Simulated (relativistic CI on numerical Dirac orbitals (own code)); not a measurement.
# Hyperfine structure of Rb¹⁶⁺, mass number 87

Calculated at this level of theory: Dirac-Coulomb-Breit CI, orbitals from a KLI potential per configuration, model QED, unscaled Slater integrals (own radial code, finite nucleus).

CI space (outside the closed core [Ne]): 3s2.3p6.3d3, 3s2.3p5.3d4, 3s.3p6.3d4, 3s2.3p6.3d2.4s, 3s2.3p6.3d2.4p, 3s2.3p6.3d2.4d, 3s2.3p6.3d2.4f, 3s2.3p5.3d3.4s, 3s2.3p6.3d.4s.4p, 3s2.3p5.3d3.4p, 3s2.3p6.3d2.5s, 3p6.3d5, 3p5.3d6, 3s2.3p6.3d.4s2, 3s2.3p6.4s2.4p, 3s2.3p6.4s2.4d, 3s2.3p6.4s2.4f, 3s2.3p6.3d.4p2, 3s2.3p6.4s.4p2, 3s2.3p6.4p3, 3s2.3p6.4p2.4d, 3s2.3p6.4p2.4f. Double excitations out of closed p, d and f shells are left out; levels of such configurations are missing from the list, as are those of other unlisted configurations, and high levels can miss mixing partners. These lack a partner that the ground configuration has and come out too high: 3s2.3p5.3d3.4s, 3s2.3p5.3d3.4p.

Nuclear spin I = 3/2, μ = 2.75129 μN, Q = 0.1335 b (tables of Stone and Pyykkö). The electronic factors are computed for point nuclear moments, without core polarisation or the Bohr-Weisskopf and QED corrections.

| Level | E (cm⁻¹) | A (MHz) | B (MHz) |
| --- | --- | --- | --- |
| 3s2.3p6.3d3 4F_3/2 | 0.0 | 11930 | -208 |
| 3s2.3p6.3d3 4F_5/2 | 6940.0 | 7229 | -197 |
| 3s2.3p6.3d3 4F_7/2 | 14682.7 | 5995 | -251 |
| 3s2.3p6.3d3 4F_9/2 | 22429.9 | 5912 | -340 |
| 3s2.3p6.3d3 4P_3/2 | 48696.4 | 6301 | -402 |
| 3s2.3p6.3d3 4P_1/2 | 50252.7 | -6089 |  |
| 3s2.3p6.3d3 2G_7/2 | 57544.8 | 8582 | 313 |
| 3s2.3p6.3d3 4P_5/2 | 60870.5 | 2465 | 518 |

Levels with J = 0, under 50 % of one LS term, or S terms without an open s electron are left out. Small factors come from cancelling terms and can be off by tens of per cent or more.

At this charge energies of transitions that change n are usually good to better than 1 %, and those within a shell (Δn = 0) to a few per cent. Terms inside the open d or f shell come out 10 to 20 % too wide with unscaled integrals.

Q: Give the hyperfine levels of 3s2.3p6.3d3 4F_3/2 relative to its centre of gravity.

A: With K = F(F + 1) − I(I + 1) − J(J + 1), E = AK/2 + B[¾K(K + 1) − I(I + 1)J(J + 1)]/[2I(2I − 1)J(2J − 1)]: F = 0: -44980, F = 1: -32850, F = 2: -8789, F = 3: 26780 MHz.

LS names give the leading component of a level, which can be under half, so a name can repeat, a term be missing and a line seem to break the LS rules.
